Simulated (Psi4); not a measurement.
CH5NSi (SMILES C[Si]N), singlet, at a GFN2-xTB geometry, atoms displaced at random by about 0.03 Å a coordinate; TPSS/STO-3G, gradient (Psi4).

Psi4 was given this input:
```
memory 2 GB

molecule {
0 1
  Si   -0.43953617    0.00200520    0.55161358
  C     0.61043683    1.30687650   -0.29601215
  H     0.51383442    2.29101703    0.03349714
  H     0.35859828    1.37346515   -1.40348818
  H     1.64213481    1.09568728   -0.23326466
  N    -0.00391498   -1.34417257   -0.39315304
  H     0.62756488   -1.35290044   -1.12909252
  H    -0.42891061   -2.23386166   -0.26375951
symmetry c1
no_reorient
no_com
}

set basis sto-3g

gradient('tpss')
print_variables()
```

It wrote (shortened):

```
gradient() will perform analytic gradient computation.

   => Loading Basis Set <=

    Name: STO-3G
    Role: ORBITAL
    Keyword: BASIS

         ---------------------------------------------------------
                                   SCF
               by Justin Turney, Rob Parrish, Andy Simmonett
                          and Daniel G. A. Smith
                              RKS Reference
         ---------------------------------------------------------

  ==> Geometry <==

    Molecular point group: c1
    Full point group: C1

    Geometry (in Angstrom), charge = 0, multiplicity = 1:

       Center              X                  Y                   Z               Mass
    ------------   -----------------  -----------------  -----------------  -----------------
         SI          -0.439536170000     0.002005200000     0.551613580000    27.976926534650
         C            0.610436830000     1.306876500000    -0.296012150000    12.000000000000
         H            0.513834420000     2.291017030000     0.033497140000     1.007825032230
         H            0.358598280000     1.373465150000    -1.403488180000     1.007825032230
         H            1.642134810000     1.095687280000    -0.233264660000     1.007825032230
         N           -0.003914980000    -1.344172570000    -0.393153040000    14.003074004430
         H            0.627564880000    -1.352900440000    -1.129092520000     1.007825032230
         H           -0.428910610000    -2.233861660000    -0.263759510000     1.007825032230

  Running in c1 symmetry.

  Rotational constants: A =      0.66733  B =      0.25512  C =      0.19113 [cm^-1]
  Rotational constants: A =  20005.93632  B =   7648.33877  C =   5730.08044 [MHz]
  Nuclear repulsion =  101.444845443878492

  Charge       = 0
  Multiplicity = 1
  Electrons    = 32
  Nalpha       = 16
  Nbeta        = 16

  ==> Algorithm <==

  SCF Algorithm Type is DF.
  DIIS enabled.
  MOM disabled.
  Fractional occupation disabled.
  Guess Type is SAD.
  Energy threshold   = 1.00e-08
  Density threshold  = 1.00e-08
  Integral threshold = 1.00e-12

  ==> Primary Basis <==

  Basis Set: STO-3G
    Blend: STO-3G
    Number of shells: 16
    Number of basis functions: 24
    Number of Cartesian functions: 24
    Spherical Harmonics?: true
    Max angular momentum: 1

  ==> DFT Potential <==

   => LibXC <=

    Version 7.1.2
    S. Lehtola, C. Steigemann, M. J. T. Oliveira, and M. A. L. Marques,  SoftwareX 7, 1–5 (2018) (10.1016/j.softx.2017.11.002)

   => Composite Functional: TPSS <=

    TPSS Meta-GGA XC Functional

    J. Tao, et al., Phys. Rev. Lett., 91, 146401, 2003

    Deriv               =              1
    GGA                 =           TRUE
    Meta                =           TRUE

    Exchange Hybrid     =          FALSE
    MP2 Hybrid          =          FALSE

   => Exchange Functionals <=

    1.0000   XC_MGGA_X_TPSS

   => Correlation Functionals <=

    1.0000   XC_MGGA_C_TPSS

   => LibXC Density Thresholds  <==

    XC_MGGA_C_TPSS:  1.00E-15
    XC_MGGA_X_TPSS:  1.00E-15

   => Molecular Quadrature <=

    Radial Scheme          =       TREUTLER
    Pruning Scheme         =           NONE
    Nuclear Scheme         =       TREUTLER

    Blocking Scheme        =         OCTREE
    BS radius alpha        =              1
    Pruning alpha          =              1
    Radial Points          =             75
    Spherical Points       =            302
    Total Points           =         170720
    Total Blocks           =           1336
    Max Points             =            256
    Max Functions          =             24
    Weights Tolerance      =       1.00E-15

   => Loading Basis Set <=

    Name: (STO-3G AUX)
    Role: JKFIT
    Keyword: DF_BASIS_SCF

  ==> Integral Setup <==

  SCF_SUBTYPE=INCORE selected. In-core MEM_DF algorithm will be used.
  Using in-core AOs.

  ==> MemDFJK: Density-Fitted J/K Matrices <==

    J tasked:                   Yes
    K tasked:                    No
    wK tasked:                   No
    Algorithm:                 Core
    Schwarz Cutoff:           1E-12
    Mask sparsity (%):       1.0417
    Fitting Condition:        1E-10

   => Auxiliary Basis Set <=

  Basis Set: (STO-3G AUX)
    Blend: DEF2-UNIVERSAL-JKFIT
    Number of shells: 118
    Number of basis functions: 370
    Number of Cartesian functions: 437
    Spherical Harmonics?: true
    Max angular momentum: 4

  Minimum eigenvalue in the overlap matrix is 2.1913106102E-01.
  Reciprocal condition number of the overlap matrix is 9.3507603168E-02.
    Using symmetric orthogonalization.

  ==> Pre-Iterations <==

  SCF Guess: Superposition of Atomic Densities via on-the-fly atomic UHF (no occupation information).

   -------------------------
    Irrep   Nso     Nmo
   -------------------------
     A         24      24
   -------------------------
    Total      24      24
   -------------------------

  ==> Iterations <==

                           Total Energy        Delta E     RMS |[F,P]|

   @DF-RKS iter SAD:  -379.36263594210442   -3.79363e+02   0.00000e+00
   @DF-RKS iter   1:  -380.77022445213936   -1.40759e+00   9.45555e-03 DIIS/ADIIS
   @DF-RKS iter   2:  -380.54946346783731    2.20761e-01   2.61509e-02 DIIS/ADIIS
   @DF-RKS iter   3:  -380.80404952171409   -2.54586e-01   2.07745e-03 DIIS/ADIIS
   @DF-RKS iter   4:  -380.80544900470778   -1.39948e-03   8.10779e-04 DIIS/ADIIS
   @DF-RKS iter   5:  -380.80568318370052   -2.34179e-04   1.21522e-04 DIIS/ADIIS
   @DF-RKS iter   6:  -380.80569090339486   -7.71969e-06   1.37352e-05 DIIS
   @DF-RKS iter   7:  -380.80569098665006   -8.32552e-08   1.28243e-06 DIIS
   @DF-RKS iter   8:  -380.80569098773952   -1.08946e-09   3.55201e-07 DIIS
   @DF-RKS iter   9:  -380.80569098787430   -1.34776e-10   3.69181e-08 DIIS
   @DF-RKS iter  10:  -380.80569098787578   -1.47793e-12   1.55473e-09 DIIS
  Energy and wave function converged.

  ==> Post-Iterations <==

   Electrons on quadrature grid:
[...]

    Virtual:

[...]
    Final Occupation by Irrep:
              A
    DOCC [    16 ]
    NA   [    16 ]
    NB   [    16 ]

  @DF-RKS Final Energy:  -380.80569098787578

   => Energetics <=

    Nuclear Repulsion Energy =            101.4448454438784921
    One-Electron Energy =                -728.7996270331063897
    Two-Electron Energy =                 281.9065725660207136
    DFT Exchange-Correlation Energy =     -35.3574819646686578
    Empirical Dispersion Energy =           0.0000000000000000
    VV10 Nonlocal Energy =                  0.0000000000000000
    Total Energy =                       -380.8056909878757779

Computation Completed

Properties will be evaluated at   0.000000,   0.000000,   0.000000 [a0]

Properties computed using the SCF density matrix

 Multipole Moments:

 ------------------------------------------------------------------------------------
     Multipole            Electronic (a.u.)      Nuclear  (a.u.)        Total (a.u.)
 ------------------------------------------------------------------------------------

 L = 1.  Multiply by 2.5417464519 to convert [e a0] to [Debye]
 Dipole X            :         -0.2388708            0.3683672            0.1294964
 Dipole Y            :          0.1457474           -0.6925257           -0.5467784
 Dipole Z            :         -0.7202961            0.3748049           -0.3454912
 Magnitude           :                                                    0.6596211

 ------------------------------------------------------------------------------------

         ------------------------------------------------------------
                                   SCF GRAD
                          Rob Parrish, Justin Turney,
                       Andy Simmonett, and Alex Sokolov
         ------------------------------------------------------------

  ==> Geometry <==

    Molecular point group: c1
    Full point group: C1

    Geometry (in Angstrom), charge = 0, multiplicity = 1:

       Center              X                  Y                   Z               Mass
    ------------   -----------------  -----------------  -----------------  -----------------
         SI          -0.439536170000     0.002005200000     0.551613580000    27.976926534650
         C            0.610436830000     1.306876500000    -0.296012150000    12.000000000000
         H            0.513834420000     2.291017030000     0.033497140000     1.007825032230
         H            0.358598280000     1.373465150000    -1.403488180000     1.007825032230
         H            1.642134810000     1.095687280000    -0.233264660000     1.007825032230
         N           -0.003914980000    -1.344172570000    -0.393153040000    14.003074004430
         H            0.627564880000    -1.352900440000    -1.129092520000     1.007825032230
         H           -0.428910610000    -2.233861660000    -0.263759510000     1.007825032230

  Nuclear repulsion =  101.444845443878492

  ==> Basis Set <==

  Basis Set: STO-3G
    Blend: STO-3G
    Number of shells: 16
    Number of basis functions: 24
    Number of Cartesian functions: 24
    Spherical Harmonics?: true
    Max angular momentum: 1

  ==> DFJKGrad: Density-Fitted SCF Gradients <==

    Gradient:                    1
    J tasked:                  Yes
    K tasked:                   No
    wK tasked:                  No
    Integrals threads:           1
    Schwarz Cutoff:          1E-12
    Fitting Condition:       1E-10

   => Auxiliary Basis Set <=

  Basis Set: (STO-3G AUX)
    Blend: DEF2-UNIVERSAL-JKFIT
    Number of shells: 118
    Number of basis functions: 370
    Number of Cartesian functions: 437
    Spherical Harmonics?: true
    Max angular momentum: 4

  ==> DFT Potential <==

   => LibXC <=

    Version 7.1.2
    S. Lehtola, C. Steigemann, M. J. T. Oliveira, and M. A. L. Marques,  SoftwareX 7, 1–5 (2018) (10.1016/j.softx.2017.11.002)

   => Composite Functional: TPSS <=

    TPSS Meta-GGA XC Functional

    J. Tao, et al., Phys. Rev. Lett., 91, 146401, 2003

    Deriv               =              1
    GGA                 =           TRUE
    Meta                =           TRUE

    Exchange Hybrid     =          FALSE
    MP2 Hybrid          =          FALSE

   => Exchange Functionals <=

    1.0000   XC_MGGA_X_TPSS

   => Correlation Functionals <=

    1.0000   XC_MGGA_C_TPSS

   => LibXC Density Thresholds  <==

    XC_MGGA_C_TPSS:  1.00E-15
    XC_MGGA_X_TPSS:  1.00E-15

   => Molecular Quadrature <=

    Radial Scheme          =       TREUTLER
    Pruning Scheme         =           NONE
    Nuclear Scheme         =       TREUTLER

    Blocking Scheme        =         OCTREE
    BS radius alpha        =              1
    Pruning alpha          =              1
    Radial Points          =             75
    Spherical Points       =            302
    Total Points           =         170720
    Total Blocks           =           1336
    Max Points             =            256
    Max Functions          =             24
    Weights Tolerance      =       1.00E-15

  -Total Gradient:
     Atom            X                  Y                   Z
    ------   -----------------  -----------------  -----------------
       1        0.027413719555     0.003257344293    -0.029539582649
       2        0.019896274704     0.025531126597     0.062312341054
       3        0.012323565359    -0.046852683982    -0.026066324306
       4       -0.007417359412     0.005010530524    -0.019559682883
       5       -0.042372374263     0.011382582649     0.000784926669
       6        0.026733339717    -0.051141262100    -0.050085835327
       7       -0.056944334741     0.005154532347     0.069106518910
       8        0.020223857872     0.047800896121    -0.006760550270

  Variable Map:
  ----------------------------------------------------------------------------
[...]
  Array Variable Map:
  ----------------------------------------------------------------------------
[...]
[...]
```
